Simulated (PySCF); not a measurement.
SMILES C[SiH2]/C=C/[SiH2]F, singlet (GFN2-xTB optimised geometry):

```
15

Si     2.817    -0.904    -0.970
F      3.269    -1.321    -2.463
C      0.940    -0.920    -0.961
C      0.166    -0.417     0.000
Si    -1.721    -0.417     0.000
C     -2.322     1.386     0.000
H      3.385     0.422    -0.768
H      3.406    -1.922    -0.110
H      0.453    -1.380    -1.815
H      0.655     0.043     0.853
H     -2.195    -1.097     1.214
H     -2.214    -1.117    -1.192
H     -1.974     1.920    -0.880
H     -1.962     1.922     0.874
H     -3.406     1.436     0.008
```

Method: PBE0/def2-TZVP in PySCF.

Task: What are the frontier orbital energies and the dipole moment?

Result: HOMO-2 -9.40 eV, HOMO-1 -8.30 eV, HOMO -8.08 eV, LUMO -1.08 eV, LUMO+1 -0.02 eV; dipole moment 2.12 D.

Meta-Löwdin charges at PBE0/def2-TZVP: Si1 0.95, F2 -0.52, C3 -0.36, C4 -0.32, Si5 0.63, C6 -0.60, H7 -0.11, H8 -0.11, H9 0.13, H10 0.11, H11 -0.10, H12 -0.10, H13 0.13, H14 0.13, H15 0.13.
